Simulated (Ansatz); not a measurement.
`F[BH][GaH][F]` + `ClBBr` → `[F][GaH][Br]` + `FBBCl` at 298.15 K and 1 bar (redistribution).

Program: Ansatz. Geometries: PBE0-D4/def2-TZVP. ΔE: electronic, gas phase. CBS: MP2 limit from def2 TZ/QZ plus the TZ coupled-cluster correction, frozen cores. For Br, Ga outer-core shells are correlated without core-valence functions, which leaves a few kJ/mol of doubt a bond. Scalar relativity is left out up to krypton. One conformer a species, not always the lowest.

| species | CCSD(T)/CBS energy (Eh) | H − E (kJ/mol) | S (J/(mol·K)) |
| --- | --- | --- | --- |
| `F[BH][GaH][F]` | -2149.58538 | 79.6 | 330.0 |
| `ClBBr` | -3058.55678 | 49.7 | 285.3 |
| `[F][GaH][Br]` | -4597.74300 | 39.6 | 306.3 |
| `FBBCl` | -610.41691 | 90.3 | 305.3 |

H − E and S are ideal-gas, rigid-rotor, harmonic terms from PBE0-D4/def2-TZVP, for one conformer and one mirror image of each species. 1 Eh = 2625.50 kJ/mol, R = 8.31446 J/(mol·K).

By hand: ΔE, ΔH, ΔS and ΔG.

ΔE = (-4597.74300) + (-610.41691) − (-2149.58538) − (-3058.55678) = -0.01775 Eh = -46.6 kJ/mol. Δ(H − E) = 39.6 + 90.3 − 79.6 − 49.7 = 0.6, so ΔH = -46.0 kJ/mol. ΔS = 306.3 + 305.3 − 330.0 − 285.3 = -3.7 J/(mol·K). ΔG = -46.0 − 298.15 × (-3.7)/1000 = -44.9 kJ/mol.

By hand: the equilibrium constant, and the temperature at which ΔG would vanish if ΔH and ΔS stayed fixed.

log₁₀ K = −ΔG/(RT ln 10) = 7.9. ΔG = 0 at ΔH/ΔS = 12432 K, far beyond where these terms or the molecules hold.

The number of gas molecules stays the same, so ΔS is small and ΔH decides. A doubt of 5 kJ/mol in ΔE shifts log₁₀ K by 0.9 here. Other conformers and mirror images would add mixing entropy, several J/(mol·K) or more a flexible species. Modes under 60 cm⁻¹, often nearly free rotors, make the harmonic entropy too high. These are equilibria of isolated gas molecules and say nothing of rates. Largest T1 diagnostic: 0.015 (customary marks: 0.02 for closed shells, 0.045 for open ones).
